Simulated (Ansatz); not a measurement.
Start from `C[CH](C)[GeH]` and change one atom or group to get `COC(C)C`.

Ansatz, PBE0-D4/def2-TZVP geometries, multiplicity 1. Each molecule was computed in one conformer, which needn't be the lowest.

Scalar relativity is left out up to krypton.

```json
{"property": "LUMO energy (PBE0/def2-TZVPP) / eV", "`C[CH](C)[GeH]`": "-2.50"}
{"property": "HOMO–LUMO gap (ωB97M-V/def2-TZVPP) / eV", "`C[CH](C)[GeH]`": "7.71"}
{"property": "LUMO energy (B3LYP/def2-TZVPP) / eV", "`C[CH](C)[GeH]`": "-2.76"}
{"property": "HOMO–LUMO gap (B3LYP/def2-TZVPP) / eV", "`C[CH](C)[GeH]`": "3.24"}
{"property": "HOMO energy (ωB97M-V/def2-TZVPP) / eV", "`C[CH](C)[GeH]`": "-8.26"}
{"property": "HOMO energy (PBE/def2-TZVPP) / eV", "`C[CH](C)[GeH]`": "-5.14"}
```

**Question.** What does the change do to each property? (An estimate is asked.)

**Answer.** Ansatz gave: 
| property | `COC(C)C` | shift |
| --- | --- | --- |
| LUMO energy (PBE0/def2-TZVPP) / eV | 1.28 | 3.78 |
| HOMO–LUMO gap (ωB97M-V/def2-TZVPP) / eV | 12.45 | 4.74 |
| LUMO energy (B3LYP/def2-TZVPP) / eV | 0.94 | 3.70 |
| HOMO–LUMO gap (B3LYP/def2-TZVPP) / eV | 8.02 | 4.78 |
| HOMO energy (ωB97M-V/def2-TZVPP) / eV | -9.72 | -1.46 |
| HOMO energy (PBE/def2-TZVPP) / eV | -5.73 | -0.59 |

With PBE0 the HOMO falls by 1.14 eV and the LUMO rises by 3.78 eV, so the gap widens by about 4.92 eV. PBE moves the HOMO by -0.59 eV and ωB97M-V by -1.46 eV. The zero-point energy changes by 98.7 kJ/mol with +9 modes.

B3LYP here is the variant with VWN-RPA as its local correlation; programs differ in this.
